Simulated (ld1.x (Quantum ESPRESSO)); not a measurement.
## Cu (Z = 29): one change to a TM potential, before and after

copper (Cu), norm-conserving Troullier–Martins (Kleinman–Bylander form), made with ld1.x (Quantum ESPRESSO) 7.5 (PBE, scalar-relativistic). Core [Ne] 3s2, reference 3p6 3d10 4s0 4p0 (charge +1). Waves: 4s (bound, empty): rc 1.80 bohr; 3p (bound): rc 0.80 bohr; 3d (bound): rc 1.50 bohr. Local part: all-electron potential smoothed inside 1.80 bohr (lloc = -2). Core correction: a·sin(br)/r model core, default radius (core density twice the valence density).

All-electron outer shells of the reference configuration (PBE, scalar-relativistic, ld1.x):

| shell | level (eV) | outermost node (bohr) | outermost maximum (bohr) |
| --- | --- | --- | --- |
| 3s | -123.32 | 0.29 | 0.61 |
| 3p | -80.79 | 0.26 | 0.62 |
| 3d | -13.66 | – | 0.60 |
| 4s | -11.89 | 0.89 | 2.13 |
| 4p | -6.55 | 0.97 | 2.81 |

Change: reference 3p6 3d9 4s0 4p0.

Cutoffs: the cutoffs (Ry, on a coarse ladder) from which the occupation-weighted sum of valence levels, in a spherical-Bessel basis at the reference potential, stays within 10 and 1 mRy of its value at 400 Ry; they do not see the model core or the augmentation charge, which bear on the density cutoff. Errors are all-electron minus pseudo energies relative to the spin-unpolarised reference configuration.

Problem. What does the change do?

Solution. The potential gets neither clearly harder nor softer (180 Ry and 300 Ry → 180 Ry and 300 Ry); the range in which the p phases agree narrows (upper end -1.1 → -2.2); the range in which the d phases agree narrows (upper end 1.0 → -0.1); neither file shows a bound ghost.

```csv
quantity,base,changed
"cutoff, loose",180 Ry,180 Ry
"cutoff, tight",300 Ry,300 Ry
loose cutoff by channel (10 mRy a level),"p 120 Ry, d 100 Ry","p 120 Ry, d 110 Ry"
bound ghosts,none,none
"largest error over its own tests, meV",-369,-401
s: phases at 1.94 bohr within 0.05 rad from the reference energy up to (Ry; the scan ends near 5),1.2,0.8
p: phases at 1.94 bohr within 0.05 rad from the reference energy up to (Ry; the scan ends near 5),-1.1,-2.2
d: phases at 1.94 bohr within 0.05 rad from the reference energy up to (Ry; the scan ends near 5),1.0,-0.1
```
